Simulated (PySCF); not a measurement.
PySCF job for In(Me)(OH)2 (CH₅InO₂), SMILES [CH3][In]([OH])[OH], TDA-PBE/def2-SVPD. Geometry optimised at B3LYP-D3(BJ)/def2-SVP. The def2 effective core potentials stand for the cores of In; spin–orbit coupling is left out. The values are those of a single conformer.

```python
import numpy as np
from pyscf import gto, scf, dft, tdscf

mol = gto.M(
    atom='''
    In    0.01269484    0.00186750   -0.01223783
    C     1.95244175   -0.10660621   -0.95430685
    H     2.44880474   -1.02783263   -0.62144952
    H     2.54683880    0.76532773   -0.64664010
    H     1.84294598   -0.10958572   -2.04720581
    O    -0.45458810   -1.12035589    1.58591440
    H    -1.35676284   -0.93848091    1.88550946
    O    -1.59180905    1.13883022   -0.46288120
    H    -1.44734678    1.71090637   -1.22898517
    ''',
    basis='def2-SVPD',
    ecp={'In': 'def2-svp'},
    charge=0,
    spin=0,
    max_memory=1600,
    verbose=4,
)
mf = dft.RKS(mol, xc='pbe').density_fit(auxbasis='def2-universal-jkfit')
mf.grids.level = 3
mf.conv_tol = 1e-9
mf.max_cycle = 100
mf.kernel()
mf.grids = dft.Grids(mol).set(level=1).build(with_non0tab=True)  # coarser grid for the response kernel
td = tdscf.TDA(mf)
td.singlet = True
td.nstates = 10
td.conv_tol = 1e-4
td.positive_eig_threshold = 1e-6
td.kernel(x0=td.get_init_guess(mf, 15))
td.analyze()
tt = tdscf.TDA(mf)
tt.singlet = False
tt.nstates = 4
tt.conv_tol = 1e-4
tt.positive_eig_threshold = 1e-6
tt.kernel(x0=tt.get_init_guess(mf, 9))
tt.analyze(verbose=3)
```

It prints:

```
PySCF version 2.14.0

[INPUT] verbose = 4
[INPUT] num. atoms = 9
[INPUT] num. electrons = 48
[INPUT] charge = 0
[INPUT] spin (= nelec alpha-beta = 2S) = 0
[INPUT] symmetry False subgroup None
[INPUT] Mole.unit = angstrom
[INPUT] Symbol           X                Y                Z      unit          X                Y                Z       unit  Magmom
[INPUT]  1 In     0.012694840000   0.001867500000  -0.012237830000 AA    0.023989770795   0.003529063538  -0.023126147059 Bohr   0.0
[INPUT]  2 C      1.952441750000  -0.106606210000  -0.954306850000 AA    3.689580181667  -0.201456540078  -1.803378585296 Bohr   0.0
[INPUT]  3 H      2.448804740000  -1.027832630000  -0.621449520000 AA    4.627570291137  -1.942322172591  -1.174369393042 Bohr   0.0
[INPUT]  4 H      2.546838800000   0.765327730000  -0.646640100000 AA    4.812827815416   1.446259805235  -1.221972690161 Bohr   0.0
[INPUT]  5 H      1.842945980000  -0.109585720000  -2.047205810000 AA    3.482663164568  -0.207086997963  -3.868658301518 Bohr   0.0
[INPUT]  6 O     -0.454588100000  -1.120355890000   1.585914400000 AA   -0.859047008486  -2.117165794143   2.996943873004 Bohr   0.0
[INPUT]  7 H     -1.356762840000  -0.938480910000   1.885509460000 AA   -2.563910183587  -1.773471893033   3.563096484677 Bohr   0.0
[INPUT]  8 O     -1.591809050000   1.138830220000  -0.462881200000 AA   -3.008083147104   2.152077218178  -0.874718696210 Bohr   0.0
[INPUT]  9 H     -1.447346780000   1.710906370000  -1.228985170000 AA   -2.735089021471   3.233144464074  -2.322445382452 Bohr   0.0

nuclear repulsion = 193.472864359
number of shells = 58
number of NR pGTOs = 213
number of NR cGTOs = 138
basis = def2-SVPD
ecp = {'In': 'def2-svp'}


[settings echo left out]
init E= -360.03757654787
  HOMO = -0.725455322564888  LUMO = -0.590736384655944  gap/eV = 3.66589
cycle= 1 E= -380.233297813062  delta_E= -20.2  |g|= 2.32  |ddm|=   15
  HOMO = 0.0305723613247572  LUMO = 0.0329837909284889  gap/eV = 0.06562
cycle= 2 E= -371.497715658778  delta_E= 8.74  |g|= 7.23  |ddm|= 32.8
  HOMO = -0.252948298580328  LUMO = -0.0786056412671492  gap/eV = 4.74411
cycle= 3 E= -381.329891767704  delta_E= -9.83  |g|= 0.44  |ddm|= 32.2
  HOMO = -0.1795607925459  LUMO = -0.0820843420597157  gap/eV = 2.65247
cycle= 4 E= -381.179974816089  delta_E= 0.15  |g|= 0.91  |ddm|= 1.58
  HOMO = -0.233780665717559  LUMO = -0.0784412713109184  gap/eV = 4.22700
cycle= 5 E= -381.377354047957  delta_E= -0.197  |g|= 0.0918  |ddm|= 0.962
  HOMO = -0.234462043336604  LUMO = -0.0760442320450245  gap/eV = 4.31077
cycle= 6 E= -381.378968255822  delta_E= -0.00161  |g|= 0.0641  |ddm|= 0.199
  HOMO = -0.240194221424537  LUMO = -0.0791651184346378  gap/eV = 4.38183
cycle= 7 E= -381.379895530948  delta_E= -0.000927  |g|= 0.0186  |ddm|= 0.0758
  HOMO = -0.240278886679839  LUMO = -0.0795733419761682  gap/eV = 4.37302
cycle= 8 E= -381.379926095163  delta_E= -3.06e-05  |g|= 0.0144  |ddm|= 0.0277
  HOMO = -0.240426004147882  LUMO = -0.0795019519653195  gap/eV = 4.37897
cycle= 9 E= -381.379970215659  delta_E= -4.41e-05  |g|= 0.000942  |ddm|= 0.013
  HOMO = -0.240319455266119  LUMO = -0.0794356683749875  gap/eV = 4.37787
cycle= 10 E= -381.379970491206  delta_E= -2.76e-07  |g|= 0.00012  |ddm|= 0.00186
  HOMO = -0.240317365554307  LUMO = -0.0794346705173012  gap/eV = 4.37784
cycle= 11 E= -381.379970495881  delta_E= -4.68e-09  |g|= 2.33e-05  |ddm|= 0.000239
  HOMO = -0.240316852272102  LUMO = -0.0794345778472838  gap/eV = 4.37783
cycle= 12 E= -381.379970496038  delta_E= -1.57e-10  |g|= 4.96e-06  |ddm|= 4.37e-05
  HOMO = -0.240315718448913  LUMO = -0.0794344691875004  gap/eV = 4.37780
Extra cycle  E= -381.379970496015  delta_E= 2.25e-11  |g|= 1.11e-05  |ddm|= 2.24e-05
converged SCF energy = -381.379970496015
tot grids = 35992
Overwritten attributes  positive_eig_threshold  of <class 'pyscf.tdscf.rks.TDA'>


******** <class 'pyscf.tdscf.rks.TDA'> for <class 'pyscf.df.df_jk.DFRKS'> ********
nstates = 10 singlet
deg_eia_thresh = 1.000e-03
wfnsym = None
conv_tol = 0.0001
eigh lindep = 1e-12
eigh level_shift = 0
eigh max_cycle = 100


Excitation energies (eV)
[4.48181005 4.98772999 5.16700793 5.50564366 5.69719417 5.85320329
 6.03443961 6.23169658 6.35167559 6.73222327]

** Singlet excitation energies and oscillator strengths **
Excited State   1:      4.48181 eV    276.64 nm  f=0.0003
      24 -> 25       -0.70609
Excited State   2:      4.98773 eV    248.58 nm  f=0.0421
      23 -> 25       -0.70236
Excited State   3:      5.16701 eV    239.95 nm  f=0.0130
      21 -> 25        0.40396
      22 -> 25       -0.32603
      24 -> 26       -0.47770
Excited State   4:      5.50564 eV    225.19 nm  f=0.0860
      20 -> 25       -0.12492
      21 -> 25       -0.31671
      22 -> 25       -0.46321
      23 -> 26        0.38401
Excited State   5:      5.69719 eV    217.62 nm  f=0.0046
      22 -> 26        0.70291
Excited State   6:      5.85320 eV    211.82 nm  f=0.0003
      21 -> 26       -0.70425
Excited State   7:      6.03444 eV    205.46 nm  f=0.1301
      21 -> 25       -0.34256
      21 -> 27        0.12513
      21 -> 28        0.12303
      22 -> 25        0.23752
      22 -> 27        0.12943
      22 -> 29       -0.11228
      23 -> 26        0.11657
      24 -> 26       -0.45728
Excited State   8:      6.23170 eV    198.96 nm  f=0.1699
      21 -> 25       -0.23716
      21 -> 27        0.15516
      22 -> 25       -0.22881
      22 -> 27       -0.10259
      22 -> 29        0.13458
      23 -> 26       -0.53167
Excited State   9:      6.35168 eV    195.20 nm  f=0.0295
      24 -> 27        0.70102
Excited State  10:      6.73222 eV    184.17 nm  f=0.0020
      23 -> 27       -0.38606
      24 -> 28        0.59051

** Transition electric dipole moments (AU) **
state          X           Y           Z        Dip. S.      Osc.
  1        -0.0211     -0.0360     -0.0375      0.0031      0.0003
  2        -0.2057     -0.4217     -0.3526      0.3444      0.0421
  3        -0.2794      0.1565     -0.0204      0.1030      0.0130
  4        -0.7135      0.0283      0.3575      0.6376      0.0860
  5        -0.0398     -0.1264     -0.1253      0.0333      0.0046
  6         0.0079      0.0402      0.0247      0.0023      0.0003
  7         0.4079     -0.6411      0.5499      0.8797      0.1301
  8        -0.8946     -0.0254      0.5585      1.1129      0.1699
  9         0.1798      0.3287      0.2224      0.1898      0.0295
 10        -0.0416     -0.0824     -0.0625      0.0124      0.0020

WARN: ECP detected. Skipping calculation of transition velocity and magnetic dipole moments, which have not yet been implemented.



******** <class 'pyscf.tdscf.rks.TDA'> for <class 'pyscf.df.df_jk.DFRKS'> ********
nstates = 4 triplet
deg_eia_thresh = 1.000e-03
wfnsym = None
conv_tol = 0.0001
eigh lindep = 1e-12
eigh level_shift = 0
eigh max_cycle = 100


Excitation energies (eV)
[4.22094974 4.55494384 4.61624475 4.7653604 ]

** Triplet excitation energies and oscillator strengths **
Excited State   1:      4.22095 eV    293.74 nm  f=0.0000
Excited State   2:      4.55494 eV    272.20 nm  f=0.0000
Excited State   3:      4.61624 eV    268.58 nm  f=0.0000
Excited State   4:      4.76536 eV    260.18 nm  f=0.0000
```

The calculation finished and met its thresholds.
